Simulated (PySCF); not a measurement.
## Radial density of Be (beryllium, neutral)

UHF, [He] 2s2, closed-shell 1S. All numbers are calculated (PySCF 2.14, scalar relativity by spin-free X2C-1e, in x2c-TZVPall (5s3p1d, 19 functions)).

```csv
r (bohr),4πr²ρ (e/bohr)
0.00661,0.01864
0.0111,0.05092
0.0187,0.1346
0.0314,0.3437
0.0529,0.8183
0.0889,1.743
0.150,3.071
0.252,3.978
0.423,3.121
0.712,1.123
1.20,0.5040
2.01,0.7877
3.39,0.4265
5.70,0.04558
9.58,0.0003940
```

Densities and radii are taken from the X2C orbitals without a picture-change correction, which distorts them close to the nucleus.
